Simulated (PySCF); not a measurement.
thionyl fluoride cation (F2OS), SMILES O=S(F)F (connectivity only; charge and spin as stated), charge +1, multiplicity 2.

The structure is a stationary point at PBE0-D3(BJ)/def2-TZVP. The spin state was assumed, not searched.

These are PBE/def2-TZVPD (PySCF) values and carry that method's errors.

Isolated molecule, no solvent.

Question: Estimate the frontier levels, dipole moment and polarisability. (The exact figures need the calculation; the answer reports its results.)

Answer: 
| Property | Result |
|---|---|
| α spin, highest occupied and lowest empty level | -16.56 and -9.23 eV |
| β spin, highest occupied and lowest empty level | -17.63 and -15.06 eV |
| dipole moment about the centre of nuclear charge | 0.235 e·Å |
| mean static polarisability | 22.9 bohr³ (3.39 Å³) |
| polarisability, principal values | 17.8, 23.0, 27.8 bohr³ |
| ⟨S²⟩ | 0.753 (pure state 0.75) |
